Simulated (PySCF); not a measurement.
Ionisation energy of Ge by level of theory

Ge [Ar] 3d10 4s2 4p2 (3P) → Ge⁺ [Ar] 3d10 4s2 4p1 (2P), as a difference of total energies. Computed with PySCF 2.14 in def2-TZVPPD, with no relativity, point nucleus. Correlated levels: valence: [Ar] 3d10 frozen. The calculations carry no spin-orbit coupling.

```csv
method,ionisation energy (eV)
UHF,7.435
SCS-MP2 (valence),7.701
CCSD (valence),7.801
CCSDT (valence),7.835
```

Estimate what MP2 (valence) gives.

7.775 eV, closest to CCSD (valence) among the rows shown.

Estimate what CCSD(T) (valence) gives.

7.829 eV, closest to CCSDT (valence) among the rows shown.

These non-relativistic numbers lack the scalar-relativistic shift.

Errors of the correlated levels include the incompleteness of this basis and the frozen core.

For comparison: 7.925 eV (measured; NIST levels, between the centres of gravity of the two terms).
